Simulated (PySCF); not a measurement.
Geometries of 2 isomers of H7PSiSn, from PBE0-D3(BJ)/def2-SVP geometry optimisation, gas phase, def2 core potentials past Kr (PySCF). One conformer each, no zero-point energy, no frequencies.

**Question.** Which is lower in electronic energy at this level?
A.
```xyz
10
angstrom
P      2.156    0.814    0.823
Si     0.626   -0.655    0.015
Sn    -1.733    0.195    0.573
H      3.241    0.284    0.058
H      1.839    1.813   -0.148
H      0.749   -0.888   -1.459
H      0.849   -1.962    0.709
H     -2.919   -0.888   -0.028
H     -1.994    1.736   -0.136
H     -1.934    0.342    2.269
```
B.
```xyz
10
angstrom
Si     1.765    0.740    0.068
Sn    -0.193   -0.886   -0.280
P     -2.328    0.467   -0.374
H      3.063    0.000    0.121
H      1.816    1.729   -1.051
H      1.581    1.478    1.354
H     -0.244   -2.057    0.977
H     -0.045   -1.705   -1.781
H     -3.154   -0.654   -0.049
H     -2.212    0.867    0.995
```

**Answer.** B. That is `[SiH3][SnH2][PH2]`, 3.8 kcal/mol below the other.

| SMILES | atoms numbered as above | E (Eh) | relative (kcal/mol) | relative (kJ/mol) | dipole (D) |
| --- | --- | --- | --- | --- | --- |
| [SiH3][SnH2][PH2] | [SiH3:1][SnH2:2][PH2:3] | -848.88896 | 0.0 | 0.0 | 0.84 |
| P[SiH2][SnH3] | [PH2:1][SiH2:2][SnH3:3] | -848.88296 | 3.8 | 15.7 | 0.87 |
